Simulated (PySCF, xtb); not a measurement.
Te(Cl)2 anion (Cl2Te), SMILES [Te](Cl)Cl (connectivity only; charge and spin as stated), charge -1, multiplicity 2.

Geometry: PBE-D3(BJ)/def2-SVPD. The spin state was assumed, not searched. The isomer is the one that the SMILES or the coordinates give; other isomers of the formula were not compared. The def2 effective core potentials stand for the cores of Te; spin–orbit coupling is left out.

Level of theory: PySCF with C-PCM-PBE0/def2-SVPD.

The values are the electrostatic part of the solvation free energy, E(continuum) − E(gas) at the gas-phase geometry, in a cavity of scaled van der Waals radii (PySCF's table); cavitation and dispersion terms are not included.

Task: Estimate the values in water (ε = 78.36), methanol (ε = 32.61), diethylether (ε = 4.24). (An estimate is asked for; the answer gives what the named calculation found.)

Result: 
| solvent | ε | ΔG(elec) (kcal/mol) |
|---|---|---|
| water | 78.36 | -48.9 |
| methanol | 32.61 | -48.0 |
| diethylether | 4.24 | -37.8 |

For comparison, GFN2-xTB/ALPB(water) (xtb, at the GFN2-xTB geometry, all terms of that model) gives -50.8 kcal/mol.
